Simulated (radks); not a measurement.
Results of a calculation; reference values are marked as such.
Ionisation of neutral lead, [Hg] 6p2, to Pb+, [Hg] 6p1, under several functionals. Dirac Kohn-Sham, spin-unpolarised, spherical densities, point nucleus; open shells are shared between the two j in proportion to 2j + 1; a radial shooting solver on a logarithmic mesh with Libxc functionals. The NIST Atomic Spectra Database gives 7.417 eV (measured). Rank these functionals by the error of their Delta-SCF ionisation energy: PW91; Wu-Cohen GGA; revPBE; exchange-only LDA; XLYP; LDA (Slater exchange, Perdew-Zunger correlation); BLYP.

Answer. From best to worst: LDA (Slater exchange, Perdew-Zunger correlation) 6.958 eV (-0.459); PW91 6.754 eV (-0.662); Wu-Cohen GGA 6.715 eV (-0.701); XLYP 6.687 eV (-0.729); BLYP 6.660 eV (-0.756); revPBE 6.610 eV (-0.806); exchange-only LDA 5.952 eV (-1.465). Spin polarisation and multiplet splitting are left out, so open shells lie too high by an amount that depends on their filling. Sharing an open shell by 2j + 1 raises it above the true ground level by a part of the spin-orbit splitting, which enters the differences from NIST.

Beside tabulated values, note that spin-unpolarised runs miss the spin-polarisation part of the exchange energy of open shells.
